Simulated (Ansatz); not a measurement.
`F[SiH]([SiH3])[GeH3]` + `CC[TeH]` → `CC[Te][SiH3]` + `F[SiH2][GeH3]` at 500 K and 1 bar (cleavage of the Si–Si bond).

Program: Ansatz. Geometries: PBE0-D4/def2-TZVP. ΔE: electronic, gas phase. CCSD(T)/CBS adds triple-zeta CCSD(T) − MP2 to the extrapolated MP2 energy (def2 sets, frozen cores). def2 core potentials past Kr. For Ge, Te outer-core shells are correlated without core-valence functions, which leaves a few kJ/mol of doubt a bond. Scalar relativity is left out up to krypton. Each species was taken in one conformer, which may not be the lowest.

```tsv
species	CCSD(T)/CBS energy (Eh)	H − E (kJ/mol)	S (J/(mol·K))
`F[SiH]([SiH3])[GeH3]`	-2758.31869	212.6	466.2
`CC[TeH]`	-347.43450	223.2	358.5
`CC[Te][SiH3]`	-637.73763	286.7	443.5
`F[SiH2][GeH3]`	-2468.03899	151.9	378.3
```

H − E and S are ideal-gas, rigid-rotor, harmonic terms from PBE0-D4/def2-TZVP, for one conformer and one mirror image of each species. 1 Eh = 2625.50 kJ/mol, R = 8.31446 J/(mol·K).

By hand: ΔE, ΔH, ΔS and ΔG.

ΔE = (-637.73763) + (-2468.03899) − (-2758.31869) − (-347.43450) = -0.02343 Eh = -61.5 kJ/mol. Δ(H − E) = 286.7 + 151.9 − 212.6 − 223.2 = 2.8, so ΔH = -58.7 kJ/mol. ΔS = 443.5 + 378.3 − 466.2 − 358.5 = -2.9 J/(mol·K). ΔG = -58.7 − 500 × (-2.9)/1000 = -57.2 kJ/mol.

By hand: the equilibrium constant, and the temperature at which ΔG would vanish if ΔH and ΔS stayed fixed.

log₁₀ K = −ΔG/(RT ln 10) = 6.0. ΔG = 0 at ΔH/ΔS = 20241 K, far beyond where these terms or the molecules hold.

The number of gas molecules stays the same, so ΔS is small and ΔH decides. A doubt of 5 kJ/mol in ΔE shifts log₁₀ K by 0.5 here. Other conformers and mirror images would add mixing entropy, several J/(mol·K) or more a flexible species. Modes under 60 cm⁻¹, often nearly free rotors, make the harmonic entropy too high. These are equilibria of isolated gas molecules and say nothing of rates. Largest T1 diagnostic: 0.013 (customary marks: 0.02 for closed shells, 0.045 for open ones).
